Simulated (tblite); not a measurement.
Record of a relaxation.

Compound: C9H10Si.
Bonds: C1–C2, C2–C3 (double), C3–Si4, Si4–C5, C5–C6 (aromatic), C6–C7 (aromatic), C7–C8 (aromatic), C8–C9 (aromatic), C9–C10 (aromatic), C2–C10, C5–C10 (aromatic). Hydrogens: H11, H12, H13 on C1; H14 on C3; H15, H16 on Si4; H17 on C6; H18 on C7; H19 on C8; H20 on C9.

Computed with GFN2-xTB (tblite), gas phase: L-BFGS steps from a force-field or distance-geometry start until the largest atomic force falls under 0.01 eV/Å. 10 of its 29 geometries are shown.

Step 0: E = -709.0267 eV, largest atomic force 0.819 eV/Å
```
atom  x, y, z in Å  |  force x, y, z in eV/Å
C1     -2.477   -1.126    0.090   -0.817   0.054   0.019
C2     -1.488   -0.019   -0.012    0.673   0.017   0.150
C3     -1.772    1.283   -0.111   -0.477   0.598  -0.135
Si4    -0.274    2.401   -0.215    0.099   0.125   0.323
C5      0.793    0.857   -0.067    0.233  -0.052  -0.078
C6      2.178    0.764   -0.066   -0.150  -0.408   0.095
C7      2.769   -0.494    0.041   -0.197  -0.343   0.074
C8      1.977   -1.640    0.146   -0.264   0.370  -0.072
C9      0.581   -1.550    0.133    0.223   0.480   0.011
C10    -0.028   -0.296    0.028    0.346  -0.059  -0.072
H11    -2.376   -1.675    1.029    0.174   0.016  -0.106
H12    -2.374   -1.828   -0.741    0.100   0.024   0.091
H13    -3.514   -0.734    0.066    0.577  -0.093  -0.048
H14    -2.767    1.714   -0.155   -0.026  -0.502   0.054
H15    -0.158    3.081   -1.520    0.029  -0.012   0.252
H16    -0.161    3.287    0.987    0.003  -0.210  -0.505
H17     2.812    1.651   -0.135   -0.349  -0.286   0.000
H18     3.850   -0.598    0.055   -0.175   0.048  -0.020
H19     2.441   -2.618    0.232   -0.039   0.196  -0.016
H20    -0.017   -2.449    0.214    0.038   0.039  -0.017
```

Step 3: E = -709.1015 eV, largest atomic force 0.417 eV/Å
```
atom  x, y, z in Å  |  force x, y, z in eV/Å
C1     -2.486   -1.120    0.090    0.394   0.136   0.002
C2     -1.468   -0.008   -0.003   -0.134   0.073  -0.025
C3     -1.779    1.297   -0.117    0.027  -0.177   0.029
Si4    -0.270    2.402   -0.202   -0.027  -0.156  -0.193
C5      0.801    0.858   -0.072   -0.082   0.036  -0.011
C6      2.174    0.742   -0.061   -0.032   0.027  -0.004
C7      2.763   -0.508    0.045   -0.003   0.024   0.006
C8      1.968   -1.633    0.143   -0.039  -0.057   0.011
C9      0.583   -1.536    0.134   -0.047   0.033  -0.017
C10    -0.015   -0.288    0.023   -0.178   0.055   0.016
H11    -2.365   -1.673    1.022    0.082   0.015   0.004
H12    -2.368   -1.825   -0.734    0.074   0.043   0.003
H13    -3.497   -0.730    0.062   -0.046   0.146  -0.029
H14    -2.784    1.681   -0.152   -0.154  -0.266   0.021
H15    -0.155    3.080   -1.500    0.053   0.032   0.130
H16    -0.159    3.277    0.957    0.068   0.154   0.053
H17     2.788    1.629   -0.135   -0.002  -0.022   0.001
H18     3.838   -0.596    0.054    0.071  -0.049   0.003
H19     2.435   -2.601    0.231   -0.002  -0.105   0.003
H20    -0.009   -2.437    0.212   -0.024   0.059  -0.004
```

Step 6: E = -709.1223 eV, largest atomic force 0.210 eV/Å
```
atom  x, y, z in Å  |  force x, y, z in eV/Å
C1     -2.466   -1.108    0.091   -0.185  -0.099   0.007
C2     -1.466   -0.002   -0.002    0.053  -0.055  -0.031
C3     -1.785    1.295   -0.118   -0.110   0.043   0.011
Si4    -0.273    2.392   -0.207   -0.107   0.126   0.094
C5      0.797    0.859   -0.075   -0.017  -0.024   0.016
C6      2.168    0.735   -0.059    0.020   0.050  -0.026
C7      2.762   -0.513    0.048   -0.016  -0.002  -0.006
C8      1.962   -1.636    0.143    0.039  -0.005   0.013
C9      0.578   -1.526    0.133    0.002  -0.067  -0.003
C10    -0.021   -0.281    0.022    0.060  -0.071   0.020
H11    -2.350   -1.669    1.018    0.070   0.048   0.033
H12    -2.356   -1.817   -0.730    0.098   0.048  -0.039
H13    -3.485   -0.715    0.057    0.143   0.020   0.013
H14    -2.807    1.637   -0.148   -0.065  -0.098   0.006
H15    -0.147    3.086   -1.482    0.053   0.104  -0.104
H16    -0.151    3.287    0.945    0.041   0.042  -0.016
H17     2.779    1.619   -0.135    0.096   0.092  -0.005
H18     3.838   -0.601    0.054    0.001  -0.037   0.012
H19     2.430   -2.604    0.230   -0.063  -0.084   0.000
H20    -0.010   -2.427    0.211   -0.113  -0.031   0.004
```

Step 9: E = -709.1341 eV, largest atomic force 0.094 eV/Å
```
atom  x, y, z in Å  |  force x, y, z in eV/Å
C1     -2.461   -1.109    0.092    0.055  -0.016  -0.012
C2     -1.463   -0.003   -0.005    0.044   0.006   0.025
C3     -1.798    1.292   -0.116    0.024  -0.031   0.001
Si4    -0.288    2.398   -0.205   -0.016   0.042   0.001
C5      0.793    0.861   -0.075    0.060   0.071   0.011
C6      2.167    0.737   -0.061    0.013   0.002   0.002
C7      2.759   -0.514    0.048   -0.019  -0.002  -0.009
C8      1.961   -1.640    0.145   -0.035  -0.023  -0.005
C9      0.576   -1.530    0.133    0.006  -0.033   0.016
C10    -0.021   -0.282    0.024    0.078   0.026  -0.024
H11    -2.333   -1.662    1.022    0.000  -0.006   0.025
H12    -2.337   -1.808   -0.734    0.013  -0.038  -0.036
H13    -3.468   -0.702    0.056   -0.054  -0.043   0.019
H14    -2.831    1.597   -0.145   -0.023   0.022  -0.001
H15    -0.136    3.101   -1.481    0.006   0.020  -0.004
H16    -0.141    3.301    0.939    0.004   0.011  -0.011
H17     2.784    1.623   -0.135   -0.002  -0.023  -0.003
H18     3.838   -0.608    0.055   -0.078   0.001   0.008
H19     2.419   -2.617    0.230   -0.043   0.037  -0.002
H20    -0.025   -2.424    0.211   -0.033  -0.023  -0.001
```

Step 12: E = -709.1359 eV, largest atomic force 0.069 eV/Å
```
atom  x, y, z in Å  |  force x, y, z in eV/Å
C1     -2.458   -1.111    0.091    0.015  -0.005   0.002
C2     -1.459   -0.004   -0.003   -0.012   0.003  -0.007
C3     -1.798    1.291   -0.116    0.007   0.012   0.001
Si4    -0.291    2.402   -0.205    0.011  -0.012  -0.014
C5      0.796    0.866   -0.074   -0.019  -0.004  -0.003
C6      2.168    0.738   -0.061   -0.007   0.012   0.002
C7      2.755   -0.515    0.048   -0.023  -0.007   0.000
C8      1.958   -1.641    0.145   -0.026   0.005  -0.003
C9      0.574   -1.532    0.134   -0.030   0.037  -0.009
C10    -0.015   -0.280    0.023   -0.036   0.017   0.010
H11    -2.331   -1.662    1.024    0.008  -0.011  -0.017
H12    -2.333   -1.810   -0.737    0.009  -0.005   0.020
H13    -3.468   -0.706    0.058    0.038  -0.057   0.003
H14    -2.834    1.595   -0.145    0.040  -0.005   0.002
H15    -0.134    3.105   -1.481   -0.003   0.010   0.010
H16    -0.139    3.304    0.938   -0.002   0.019  -0.001
H17     2.786    1.622   -0.136    0.036  -0.001  -0.002
H18     3.832   -0.610    0.056   -0.002  -0.013   0.003
H19     2.415   -2.617    0.230    0.003  -0.020   0.003
H20    -0.030   -2.425    0.210   -0.008   0.026  -0.002
```

Step 16: E = -709.1377 eV, largest atomic force 0.056 eV/Å
```
atom  x, y, z in Å  |  force x, y, z in eV/Å
C1     -2.449   -1.116    0.091   -0.008  -0.014   0.008
C2     -1.457   -0.002   -0.003   -0.016   0.010  -0.002
C3     -1.797    1.292   -0.116   -0.007   0.012  -0.003
Si4    -0.291    2.406   -0.207    0.013   0.013   0.013
C5      0.796    0.872   -0.074    0.002  -0.009  -0.003
C6      2.168    0.741   -0.061    0.006  -0.017  -0.004
C7      2.748   -0.517    0.047    0.024  -0.002   0.009
C8      1.949   -1.643    0.144    0.018   0.013   0.003
C9      0.567   -1.528    0.133    0.018  -0.014   0.000
C10    -0.016   -0.274    0.024    0.005  -0.007  -0.002
H11    -2.324   -1.665    1.023    0.047  -0.028   0.013
H12    -2.324   -1.814   -0.736    0.037  -0.016  -0.002
H13    -3.461   -0.722    0.060   -0.034   0.009  -0.012
H14    -2.832    1.590   -0.144   -0.030   0.042  -0.003
H15    -0.132    3.113   -1.479   -0.009   0.005  -0.006
H16    -0.138    3.312    0.934   -0.010   0.003  -0.005
H17     2.795    1.619   -0.136   -0.016  -0.024   0.004
H18     3.824   -0.615    0.058    0.014  -0.013  -0.002
H19     2.408   -2.619    0.230   -0.026   0.016  -0.005
H20    -0.039   -2.419    0.210   -0.025   0.019  -0.002
```

Step 19: E = -709.1389 eV, largest atomic force 0.048 eV/Å
```
atom  x, y, z in Å  |  force x, y, z in eV/Å
C1     -2.445   -1.121    0.092    0.024   0.021  -0.005
C2     -1.460    0.001   -0.004    0.012   0.002   0.019
C3     -1.797    1.295   -0.116   -0.025  -0.016   0.000
Si4    -0.289    2.410   -0.206   -0.023  -0.029  -0.030
C5      0.796    0.874   -0.074    0.015   0.016   0.003
C6      2.168    0.740   -0.061    0.009  -0.018   0.004
C7      2.746   -0.518    0.048    0.010  -0.012  -0.001
C8      1.945   -1.642    0.144   -0.011  -0.014   0.005
C9      0.564   -1.525    0.132   -0.017   0.010   0.008
C10    -0.018   -0.271    0.024    0.011   0.015  -0.021
H11    -2.311   -1.673    1.023    0.018   0.017  -0.010
H12    -2.312   -1.820   -0.734    0.020   0.007   0.001
H13    -3.461   -0.735    0.059   -0.015  -0.011   0.004
H14    -2.832    1.596   -0.144   -0.013   0.037  -0.004
H15    -0.133    3.119   -1.479   -0.008  -0.009   0.008
H16    -0.140    3.319    0.931   -0.004   0.014   0.021
H17     2.801    1.614   -0.136   -0.032   0.003   0.000
H18     3.821   -0.621    0.059    0.025   0.000   0.000
H19     2.399   -2.619    0.230    0.000  -0.016  -0.001
H20    -0.050   -2.410    0.208    0.003  -0.017  -0.002
```

Step 22: E = -709.1395 eV, largest atomic force 0.035 eV/Å
```
atom  x, y, z in Å  |  force x, y, z in eV/Å
C1     -2.441   -1.122    0.092    0.000   0.000  -0.003
C2     -1.460    0.003   -0.002   -0.007   0.011  -0.010
C3     -1.800    1.296   -0.116    0.000   0.017   0.001
Si4    -0.291    2.410   -0.207   -0.009   0.011   0.019
C5      0.797    0.875   -0.074   -0.005  -0.008  -0.003
C6      2.170    0.737   -0.061   -0.003   0.006   0.002
C7      2.747   -0.521    0.049   -0.005  -0.012  -0.002
C8      1.943   -1.643    0.144    0.000  -0.008   0.000
C9      0.561   -1.523    0.132    0.004  -0.004  -0.002
C10    -0.018   -0.268    0.023   -0.011   0.000   0.008
H11    -2.302   -1.674    1.022    0.001   0.022  -0.002
H12    -2.303   -1.821   -0.733    0.009   0.019  -0.003
H13    -3.461   -0.743    0.059    0.028  -0.019   0.008
H14    -2.834    1.602   -0.144    0.006   0.003   0.001
H15    -0.135    3.121   -1.478   -0.007  -0.008  -0.003
H16    -0.141    3.322    0.931   -0.009  -0.020  -0.014
H17     2.800    1.612   -0.136    0.001   0.017   0.000
H18     3.822   -0.625    0.059   -0.007  -0.002   0.000
H19     2.394   -2.621    0.229   -0.001  -0.020   0.003
H20    -0.054   -2.408    0.208    0.016  -0.005   0.000
```

Step 25: E = -709.1398 eV, largest atomic force 0.018 eV/Å
```
atom  x, y, z in Å  |  force x, y, z in eV/Å
C1     -2.438   -1.123    0.092    0.007   0.002   0.000
C2     -1.461    0.005   -0.003    0.003   0.004  -0.005
C3     -1.801    1.298   -0.116    0.006   0.005   0.001
Si4    -0.292    2.410   -0.206    0.017  -0.002  -0.007
C5      0.797    0.876   -0.075   -0.004  -0.001   0.002
C6      2.170    0.736   -0.061   -0.006   0.002  -0.002
C7      2.746   -0.523    0.049   -0.006   0.012   0.001
C8      1.941   -1.645    0.145    0.004   0.004  -0.003
C9      0.560   -1.522    0.132    0.004  -0.004  -0.002
C10    -0.018   -0.267    0.023    0.004  -0.007   0.004
H11    -2.297   -1.672    1.022    0.009   0.003   0.013
H12    -2.297   -1.820   -0.734    0.010   0.002  -0.012
H13    -3.458   -0.748    0.060   -0.012   0.005  -0.001
H14    -2.835    1.605   -0.144   -0.004  -0.002   0.001
H15    -0.137    3.121   -1.478   -0.006  -0.007  -0.003
H16    -0.142    3.322    0.930   -0.005  -0.002   0.009
H17     2.800    1.612   -0.136   -0.003  -0.010   0.002
H18     3.822   -0.626    0.059   -0.013  -0.003   0.000
H19     2.392   -2.624    0.230   -0.009   0.005   0.001
H20    -0.055   -2.407    0.207    0.005  -0.006   0.001
```

Step 28: E = -709.1399 eV, largest atomic force 0.009 eV/Å
```
atom  x, y, z in Å  |  force x, y, z in eV/Å
C1     -2.437   -1.122    0.092   -0.003   0.003   0.000
C2     -1.461    0.006   -0.004    0.000  -0.004   0.005
C3     -1.801    1.300   -0.115    0.002  -0.005  -0.001
Si4    -0.291    2.411   -0.207   -0.002   0.000  -0.001
C5      0.797    0.876   -0.074    0.001   0.000   0.002
C6      2.169    0.736   -0.061    0.000  -0.001   0.000
C7      2.745   -0.523    0.049   -0.001  -0.003   0.000
C8      1.941   -1.645    0.145   -0.008   0.003   0.000
C9      0.560   -1.522    0.132   -0.007   0.001   0.000
C10    -0.019   -0.267    0.023   -0.003   0.001  -0.005
H11    -2.294   -1.671    1.023    0.006   0.004  -0.006
H12    -2.294   -1.819   -0.735    0.003   0.003   0.005
H13    -3.458   -0.750    0.061    0.002   0.002  -0.003
H14    -2.835    1.607   -0.144    0.006  -0.004   0.001
H15    -0.138    3.120   -1.479   -0.001  -0.002  -0.008
H16    -0.144    3.322    0.930    0.000   0.001   0.008
H17     2.799    1.612   -0.136    0.001  -0.001   0.001
H18     3.821   -0.627    0.059    0.002   0.002   0.000
H19     2.390   -2.624    0.230    0.001   0.006   0.000
H20    -0.054   -2.408    0.207    0.000  -0.005   0.001
```

Question: Summarise the path.

Answer: The energy falls by 0.1133 eV from step 0 to step 28; nine tenths of that is first reached at step 8. It falls at every step. The largest force goes from 0.819 to 0.009 eV/Å. Among the bonds Si4–H16 changes most, from 1.497 to 1.465 Å; the atoms move by 0.055 Å rms after alignment.

The cost below is that of the whole relaxation. Hardware: an Arm Neoverse V1 with one thread, no GPU (shared host). Cost: 0.28 s wall.
